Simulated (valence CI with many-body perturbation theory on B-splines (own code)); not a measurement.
## Forbidden lines of Ti+

Computed by configuration interaction combined with many-body perturbation theory (CI+MBPT): three valence electrons over a frozen Dirac-Fock core [Ar], a basis of 9 s, 9 p, 10 d, 8 f, 5 g, 3 h, 1 i functions for each j, with the one-electron correlation potential Σ1, the two-electron term Σ2, the three-electron term Σ3, Breit, model QED; selected CI, second order for the rest (own B-spline code, finite nucleus).

Against 52 measured levels this calculation errs by 273 cm⁻¹ on average and by 1006 at most. These come from a selection out of the NIST Handbook of Basic Atomic Spectroscopic Data. Levels without a partner in it may be off by more, other configurations by 1,000 to 4,000 cm⁻¹.

Lines 1 to 50 of 100 in falling wavelength, among levels below 41320 cm⁻¹, chosen from the decays that carry over 1 % of a level's rate. Wavelengths and rates use the calculated energies, so an error of 300 cm⁻¹ moves a line at 2922 nm by 8.8 % and its rate by three times that or more. Electric multipoles are in the length gauge, E1 and E2 with the static RPA response of the core. S is in atomic units (e²a₀⁴ for E2 and M2, e²a₀⁶ for E3), for M1 in squared Bohr magnetons. Weak lines are less certain than strong ones. Lines between different terms over intervals too small for the method are left out, as are lines whose strength nearly cancels and 10 of this kind that miss the measured wavelength by over 7 %. Where a level lies close to another of its J and parity, the split of strength between their lines is uncertain.

Names give the largest LS component (configuration and term), which can be under half, so a name can repeat, a term be missing and a line seem to break the LS rules; names also repeat where a configuration has a term twice.

| λ vac (nm) | λ from measured levels | Upper | Lower | Type | A (s⁻¹) | S (a.u.) |
| --- | --- | --- | --- | --- | --- | --- |
| 1.325e+05 | 1.318e+05 | 3d3 4F_5/2 | 3d3 4F_3/2 | M1 | 1.86e-05 | 9.64e+00 |
| 1.066e+05 | 1.063e+05 | 3d2 4s 4F_5/2 | 3d2 4s 4F_3/2 | M1 | 3.58e-05 | 9.64e+00 |
| 97140 | 96680 | 3d3 4F_7/2 | 3d3 4F_5/2 | M1 | 4.75e-05 | 1.29e+01 |
| 78530 | 77810 | 3d3 4F_9/2 | 3d3 4F_7/2 | M1 | 5.59e-05 | 1.00e+01 |
| 76330 | 75970 | 3d2 4s 4F_7/2 | 3d2 4s 4F_5/2 | M1 | 9.79e-05 | 1.29e+01 |
| 59810 | 59630 | 3d2 4s 4F_9/2 | 3d2 4s 4F_7/2 | M1 | 1.27e-04 | 1.00e+01 |
| 37330 | 37170 | 3d2 4s 2F_7/2 | 3d2 4s 2F_5/2 | M1 | 2.23e-04 | 3.44e+00 |
| 2922 | 2810 | 3d3 2H_9/2 | 3d3 2G_9/2 | M1 | 2.00e-03 | 1.85e-02 |
| 2841 | 2735 | 3d3 2H_11/2 | 3d3 2G_9/2 | M1 | 9.82e-04 | 1.00e-02 |
| 2824 | 2718 | 3d3 2H_9/2 | 3d3 2G_7/2 | M1 | 9.76e-04 | 8.15e-03 |
| 2582 | 2600 | 3d2 4s 2D_5/2 | 3d2 4s 2F_7/2 | M1 | 7.31e-04 | 2.80e-03 |
| 2498 | 2439 | 3d3 2G_7/2 | 3d2 4s 2F_7/2 | E2 | 1.44e-04 | 1.00e+01 |
| 2443 | 2450 | 3d2 4s 2D_3/2 | 3d2 4s 2F_5/2 | M1 | 9.40e-04 | 2.03e-03 |
| 2443 | 2450 | 3d2 4s 2D_3/2 | 3d2 4s 2F_5/2 | E2 | 1.48e-04 | 4.61e+00 |
| 2426 | 2369 | 3d3 2G_9/2 | 3d2 4s 2F_7/2 | E2 | 1.41e-03 | 1.06e+02 |
| 2415 | 2430 | 3d2 4s 2D_5/2 | 3d2 4s 2F_5/2 | M1 | 1.66e-03 | 5.19e-03 |
| 2341 | 2289 | 3d3 2G_7/2 | 3d2 4s 2F_5/2 | E2 | 1.62e-03 | 8.15e+01 |
| 2278 | 2227 | 3d3 2G_9/2 | 3d2 4s 2F_5/2 | E2 | 1.79e-04 | 9.81e+00 |
| 2264 | 2271 | 3d2 4s 2F_5/2 | 3d2 4s 4F_7/2 | M1 | 4.05e-04 | 1.04e-03 |
| 2213 | 2220 | 3d2 4s 2F_7/2 | 3d2 4s 4F_9/2 | M1 | 1.43e-03 | 4.61e-03 |
| 2199 | 2205 | 3d2 4s 2F_5/2 | 3d2 4s 4F_5/2 | M1 | 2.44e-04 | 5.77e-04 |
| 2154 | 2160 | 3d2 4s 2F_5/2 | 3d2 4s 4F_3/2 | M1 | 1.70e-03 | 3.77e-03 |
| 2134 | 2140 | 3d2 4s 2F_7/2 | 3d2 4s 4F_7/2 | M1 | 1.80e-04 | 5.19e-04 |
| 2076 | 2082 | 3d2 4s 2F_7/2 | 3d2 4s 4F_5/2 | M1 | 6.11e-04 | 1.62e-03 |
| 2029 | 1969 | 3d3 2P_3/2 | 3d2 4s 2F_7/2 | E2 | 3.94e-04 | 4.84e+00 |
| 1977 | 1915 | 3d3 2P_1/2 | 3d2 4s 2F_5/2 | E2 | 4.68e-04 | 2.52e+00 |
| 1326 | 1328 | 3d2 4s 2D_5/2 | 3d3 4F_9/2 | E2 | 1.06e-04 | 2.32e-01 |
| 1325 | 1285 | 3d3 2H_9/2 | 3d2 4s 2F_7/2 | E2 | 2.00e-03 | 7.30e+00 |
| 1309 | 1270 | 3d3 2H_11/2 | 3d2 4s 2F_7/2 | E2 | 2.85e-02 | 1.17e+02 |
| 1304 | 1306 | 3d2 4s 2D_5/2 | 3d3 4F_7/2 | M1 | 1.49e-03 | 7.33e-04 |
| 1303 | 1285 | 3d3 2G_7/2 | 3d3 4F_9/2 | M1 | 1.18e-04 | 7.76e-05 |
| 1294 | 1294 | 3d2 4s 2D_3/2 | 3d3 4F_5/2 | M1 | 1.89e-03 | 6.07e-04 |
| 1287 | 1289 | 3d2 4s 2D_5/2 | 3d3 4F_5/2 | M1 | 1.86e-04 | 8.80e-05 |
| 1284 | 1265 | 3d3 2G_9/2 | 3d3 4F_9/2 | M1 | 4.90e-03 | 3.84e-03 |
| 1282 | 1264 | 3d3 2G_7/2 | 3d3 4F_7/2 | M1 | 2.00e-03 | 1.25e-03 |
| 1282 | 1282 | 3d2 4s 2D_3/2 | 3d3 4F_3/2 | M1 | 1.09e-03 | 3.40e-04 |
| 1280 | 1242 | 3d3 2H_9/2 | 3d2 4s 2F_5/2 | E2 | 2.94e-02 | 9.02e+01 |
| 1265 | 1248 | 3d3 2G_7/2 | 3d3 4F_5/2 | M1 | 1.74e-03 | 1.05e-03 |
| 1263 | 1245 | 3d3 2G_9/2 | 3d3 4F_7/2 | M1 | 1.84e-03 | 1.38e-03 |
| 1192 | 1204 | 3d3 4P_3/2 | 3d3 4F_7/2 | E2 | 1.77e-02 | 1.52e+01 |
| 1192 | 1197 | 3d2 4s 2D_5/2 | 3d2 4s 4F_9/2 | E2 | 1.82e-04 | 2.35e-01 |
| 1187 | 1204 | 3d3 4P_5/2 | 3d3 4F_9/2 | E2 | 3.16e-02 | 4.00e+01 |
| 1180 | 1193 | 3d3 4P_1/2 | 3d3 4F_5/2 | E2 | 1.45e-02 | 5.92e+00 |
| 1177 | 1189 | 3d3 4P_3/2 | 3d3 4F_5/2 | E2 | 1.36e-02 | 1.10e+01 |
| 1170 | 1183 | 3d3 4P_1/2 | 3d3 4F_3/2 | E2 | 2.34e-02 | 9.15e+00 |
| 1170 | 1186 | 3d3 4P_5/2 | 3d3 4F_7/2 | E2 | 1.09e-02 | 1.28e+01 |
| 1168 | 1174 | 3d2 4s 2D_5/2 | 3d2 4s 4F_7/2 | M1 | 4.94e-03 | 1.75e-03 |
| 1167 | 1178 | 3d3 4P_3/2 | 3d3 4F_3/2 | E2 | 4.69e-03 | 3.62e+00 |
| 1157 | 1146 | 3d3 2G_9/2 | 3d2 4s 4F_9/2 | M1 | 2.20e-04 | 1.27e-04 |
| 1157 | 1161 | 3d2 4s 2D_3/2 | 3d2 4s 4F_5/2 | M1 | 5.18e-03 | 1.19e-03 |
